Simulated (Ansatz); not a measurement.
`C[CH]1[GeH2][B]1F`. Charge 0, multiplicity 1.

| atom | x (Å) | y (Å) | z (Å) |
| --- | --- | --- | --- |
| C1 | 1.500 | 0.251 | -0.442 |
| C2 | 0.049 | -0.149 | -0.499 |
| Ge3 | -1.552 | -0.562 | 0.954 |
| B4 | -1.114 | 0.775 | -0.443 |
| F5 | -1.244 | 2.085 | -0.552 |
| H6 | 1.628 | 1.228 | 0.028 |
| H7 | 2.098 | -0.474 | 0.116 |
| H8 | 1.921 | 0.316 | -1.450 |
| H9 | -0.128 | -1.147 | -0.903 |
| H10 | -1.783 | -2.059 | 0.736 |
| H11 | -1.376 | -0.265 | 2.455 |

List the harmonic frequencies (cm⁻¹, unscaled) at PBE0-D4/def2-TZVP in Ansatz. (An estimate is asked.)

The calculation gave: 115, 161, 178, 226, 352, 388, 480, 524, 581, 648, 774, 858, 874, 986, 1042, 1141, 1308, 1396, 1473, 1484, 1507, 2131, 2173, 3038, 3101, 3121, 3137.

Is this a minimum?

Yes, all 27 modes are real.

Give the ideal-gas thermochemistry at 298.15 K and 1 bar (rigid rotor, harmonic oscillator; point group C1, symmetry number 1).

Zero-point energy 198.6 kJ/mol; H(298) − E = 219.5 kJ/mol; entropy 348.3 J/(mol·K), of which translation 169.8, rotation 114.9, vibration 63.5; G(298) − E = 115.7 kJ/mol.
